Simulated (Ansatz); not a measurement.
Cost and result for the atomization energy of `N[SiH2]O[Si](N)(O)O` (15 atoms, 14 bonds).

Z-matrix (Å, degrees):
```
Si
O 1 1.632
N 1 1.717 2 112.7
H 1 1.484 2 108.9 3 119.2
H 1 1.483 2 106.3 3 -119.9
Si 2 1.632 1 141.8 3 -29.6
H 3 1.006 1 121.4 2 -98.8
H 3 1.006 1 120.6 2 111.3
N 6 1.696 2 106.1 1 40.9
O 6 1.635 2 111.8 1 -81.3
O 6 1.637 2 109.4 1 163.7
H 9 1.010 6 117.1 2 -25.2
H 9 1.006 6 121.3 2 -170.0
H 10 0.958 6 116.1 2 -85.4
H 11 0.958 6 116.4 2 -59.6
```

Total charge 0; spin multiplicity 1. All single points use the PBE0-D4/def2-TZVP geometry. It is one conformer, not always the lowest. Program: Ansatz. All runs use 2 threads of an AMD EPYC 7R13 on a shared host and a share of an NVIDIA H100 80 GB. Times are those of one run each, without the atoms' runs, and a repeat can differ threefold. Electronic energies, without spin–orbit coupling; frozen cores. CCSD(T)/CBS adds CCSD(T) − MP2 in def2-TZVPP to the MP2 limit, and its time is that of the two runs behind it. T1 = 0.011. B3LYP takes the VWN-RPA correlation (the form of Gaussian; ORCA's B3LYP/G).

CCSD(T)/CBS is a level of theory with its own doubt, some kJ/mol a heavy atom from the limit and from the frozen cores, so smaller differences don't rank the functionals.

| level | functions | wall time | atomization (kcal/mol) | difference from CCSD(T)/CBS | per bond |
| --- | --- | --- | --- | --- | --- |
| r2SCAN-D4/def2-TZVPP (with forces) | 351 | 2.7 s | 1383.3 | -12.1 | -0.9 |
| PBE0-D4/def2-TZVPP | 351 | 2.9 s | 1370.8 | -24.6 | -1.8 |
| PBE-D4/def2-TZVPP (with forces) | 351 | 2.9 s | 1400.0 | 4.6 | 0.3 |
| B2PLYP/def2-TZVPP | 351 | 3.5 s | 1372.1 | -23.3 | -1.7 |
| B3LYP-D4/def2-TZVPP (with forces) | 351 | 3.6 s | 1385.9 | -9.5 | -0.7 |
| ωB97X-V/def2-TZVPP | 351 | 4 s | 1393.4 | -2.0 | -0.1 |
| ωB97M-V/def2-TZVPP (with forces) | 351 | 5.5 s | 1394.8 | -0.6 | 0.0 |
| MP2/def2-QZVPP | 665 | 7 s | 1407.1 | 11.7 | 0.8 |
| CCSD(T)/def2-TZVPP | 351 | 15 s | 1347.5 | -47.9 | -3.4 |
| CCSD(T)/CBS(def2) | – | 22 s | 1395.4 | 0.0 | 0.0 |

The D4 term adds +14.5 kcal/mol with B3LYP and +7.8 kcal/mol with PBE0; it sums over pairs of atoms, weighted by their polarisabilities, and B3LYP, whose exchange is more repulsive, gets the larger term. In def2-TZVPP, CCSD(T) changes the Hartree–Fock value by +378.1 kcal/mol (the triples alone add +20.6 kcal/mol) and MP2 by +408.7 kcal/mol; breaking electron pairs costs correlation energy, which Hartree–Fock lacks. From PBE to PBE0 (25 % exact exchange), in def2-TZVPP and without D4, the atomization energy moves by −27.9 kcal/mol: exact exchange takes away binding that semilocal exchange gives to molecules.
